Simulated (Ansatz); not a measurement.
Br$_{2}$Ge, charge +1, quartet, at a GFN2-xTB geometry of the parent state (a state made from the parent by changing its charge; the spin is typed, not shown lowest); B3LYP/STO-3G (Ansatz, a program for electronic structure).

Ansatz was given this input:
Ansatz 0.2 input:
```yaml
crystal:
  periodic: [false, false, false]
  atoms:
    - {symbol: Ge, position_ang: [0.01682949, 0.00687689, 1.03311619]}
    - {symbol: Br, position_ang: [1.00009172, -1.51961211, -0.47860423]}
    - {symbol: Br, position_ang: [-1.01547868, 1.51332467, -0.46595914]}
basis:
  gaussian:
    orbitals: STO-3G
hamiltonian:
  xc: b3lyp
total_charge: 1
magnetization: {spin_polarized: true, initial_magnetization: 3}
```

What the program printed (banner, timings and long lists left out):

```
Functional definition: B3LYP
530 factors; integrals over basis functions are off by at most 1.9e-5 eV
mean field evaluation 1: about -194362.4068 eV, gradient 5.7e1 eV
mean field evaluation 2: about -194335.5826 eV, gradient 6.0e1 eV
mean field evaluation 4: about -194416.5187 eV, gradient 4.9e0 eV
mean field evaluation 8: about -194416.8953 eV, gradient 2.2e-1 eV
mean field evaluation 16: about -194416.8968 eV, gradient 9.6e-3 eV
mean field evaluation 32: about -194416.9993 eV, gradient 1.3e-2 eV
mean field evaluation 64: about -194416.5576 eV, gradient 2.7e0 eV
mean field -194416.99929156 eV, -7144.6929433895 hartree, gradient 5.0e-6 eV, S^2 3.750300; 7 other end points of the search recorded, 0 dependent functions left out
reference -194416.99943871 eV, -7144.6929487971 hartree; 52, 49 occupied and 2, 5 virtual orbitals, 530 factors
Total energy: -194416.99943871 eV, -7144.6929487971 hartree
```
